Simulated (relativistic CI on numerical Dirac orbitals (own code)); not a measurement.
**Electric-dipole transitions in Er LXVIII**

Method of calculation: Dirac equation for one electron, model QED (radiative potential, 1s self-energy scaled to tabulated hydrogen-like ionisation energies) (own radial code, finite nucleus).

CI space: 1s, 2s, 2p, 3s, 3p, 3d, 4s, 4p, 4d, 4f, 5s, 5p, 5d, 5f, 5g, 6s, 6p, 6d. Levels of other configurations are missing.

```
λ vac (nm)            Lower            Upper   A (s⁻¹)  log gf  S velocity/length
   0.02418    1s 2S_1/2 [1]   2p 2P°_3/2 [4]  1.26e+16   -0.36               1.00
   0.10326   2p 2P°_3/2 [4]   4d 2D_5/2 [15]  4.41e+14   -0.37               1.00
   0.12418   2p 2P°_1/2 [2]    3d 2D_3/2 [7]  1.28e+15    0.07               1.00
   0.12438    2s 2S_1/2 [3]   3p 2P°_3/2 [8]  4.35e+14   -0.39               1.00
   0.13874   2p 2P°_3/2 [4]    3d 2D_5/2 [9]  1.37e+15    0.37               1.00
   0.26958    3d 2D_3/2 [7]  5f 2F°_5/2 [21]  9.54e+13   -0.21               1.00
   0.27493    3d 2D_5/2 [9]  5f 2F°_7/2 [24]  9.73e+13   -0.05               1.00
   0.35737   3p 2P°_1/2 [5]   4d 2D_3/2 [12]  1.22e+14   -0.03               1.00
   0.35786    3s 2S_1/2 [6]  4p 2P°_3/2 [13]  5.45e+13   -0.38               1.00
   0.39102    3d 2D_3/2 [7]  4f 2F°_5/2 [14]  2.83e+14    0.59               1.00
   0.39110   3p 2P°_3/2 [8]   4d 2D_5/2 [15]  1.49e+14    0.31               1.00
   0.40107    3d 2D_5/2 [9]  4f 2F°_7/2 [16]  2.94e+14    0.75               1.00
   0.77883  4p 2P°_1/2 [10]   5d 2D_3/2 [19]  2.36e+13   -0.07               1.00
   0.84306   4d 2D_3/2 [12]  5f 2F°_5/2 [21]  5.21e+13    0.52               1.00
   0.84321  4p 2P°_3/2 [13]   5d 2D_5/2 [22]  3.11e+13    0.30               1.00
   0.86167  4f 2F°_5/2 [14]   5g 2G_7/2 [23]  8.89e+13    0.90               1.00
   0.86173   4d 2D_5/2 [15]  5f 2F°_7/2 [24]  5.53e+13    0.69               1.00
   0.87035  4f 2F°_7/2 [16]   5g 2G_9/2 [25]  9.09e+13    1.01               1.00
    1.4438  5p 2P°_1/2 [17]   6d 2D_3/2 [28]  6.71e+12   -0.08               1.00
    1.5529  5p 2P°_3/2 [20]   6d 2D_5/2 [30]  9.28e+12    0.30               1.00
```

Terms are leading LS components. Brackets give the number of a level in order of energy, since labels repeat. The list gives strong lines, with weight on those to low levels. Levels whose partners in the same complex of configurations lie outside the list can be far off, and so can their lines. Rates are taken at the computed energies, electric ones in the length gauge. A velocity-to-length ratio far from 1 marks an uncertain rate.
